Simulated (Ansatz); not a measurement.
Basis sets compared for the cluster Na5F4. Charge 0, multiplicity 2. Geometry PBE0-D4/def2-SVP. Ansatz on 4 threads of Arm Neoverse V2 on a shared host; times are rough, and most runs start from earlier orbitals.

```xyz
9

Na    0.3605    2.1705    4.2535
Na    0.7568    0.0430    0.6861
Na   -0.8731   -0.5925   -1.7850
Na    1.4171   -2.1296   -2.7645
Na   -1.5853    1.6069    1.6799
F     0.3726    1.1678    2.4331
F     1.2265   -1.0849   -0.9944
F    -0.4174   -1.7017   -3.4570
F    -1.2579    0.5205   -0.0517
```

Another isomer (doublet) lies 0.14 eV lower at PBE0-D4/def2-TZVP; other spin states weren't run for this one.

```tsv
level	functions	energy (Eh)	HOMO (eV)	LUMO (eV)	wall time
PBE-D4/def2-SVP	131	-1209.6912	-2.55	-1.77	4.9 s
PBE0-D4/def2-SVP	131	-1209.7657	-2.99	-1.15	7 s
```

Estimate the rows for PBE-D4/def2-TZVP (with forces), PBE0-D4/def2-TZVP.


```tsv
level	functions	energy (Eh)	HOMO (eV)	LUMO (eV)	wall time
PBE-D4/def2-TZVP (with forces)	284	-1210.4782	-2.56	-1.69	10 s
PBE0-D4/def2-TZVP	284	-1210.5439	-3.00	-1.06	26 s
```
